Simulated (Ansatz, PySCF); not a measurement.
ammonia borane (BH6N), SMILES [BH3-][NH3+].

Coordinates come from a B3LYP-D3(BJ)/def2-TZVP optimisation.

Vertical ionisation energy (IE) and electron affinity (EA) in eV. Rows of orbital energies are one-electron estimates. Where ΔSCF, EOM or ADC give a negative EA the extra electron is unbound and the value depends on the basis.

```tsv
level	IE	EA
−ε(HOMO), −ε(LUMO), M06-2X/def2-TZVPD (PySCF)	9.12	0.32
−ε(HOMO), −ε(LUMO), PBE/def2-TZVPD (PySCF)	6.46	1.23
ADC(2)/aug-cc-pVDZ (PySCF)	10.48	-0.23
ΔSCF, PBE0/def2-TZVPD (Ansatz), final states of multiplicity 2 and 2	10.49	-0.58
ΔSCF, PBE/def2-TZVPD (Ansatz), final states of multiplicity 2 and 2	10.33	-0.48
```

Question: What vertical singlet–triplet gap does ΔSCF give with PBE0/def2-TZVPD (Ansatz, a first-principles code) and with PBE/def2-TZVPD (Ansatz)? (An estimate is asked for; the answer gives what the named calculation found.)

Answer: 6.58 and 6.26 eV (triplet above singlet where positive).

Question: Give the lowest 1s main lines (those of the lightest heavy element) from CVS-ADC(2)-x/aug-cc-pVDZ (PySCF, non-relativistic), with pole strengths. (The exact figures need the calculation; the answer reports its results.)

Answer: 195.1 eV (1.54).

Question: Beyond the first one, list the lowest photoelectron lines from ADC(2)/aug-cc-pVDZ (PySCF) with their pole strengths (two spins summed). (The exact figures need the calculation; the answer reports its results.)

Answer: 12.41 eV (1.80), 17.30 eV (1.77), 18.04 eV (1.80), 18.04 eV (1.80).
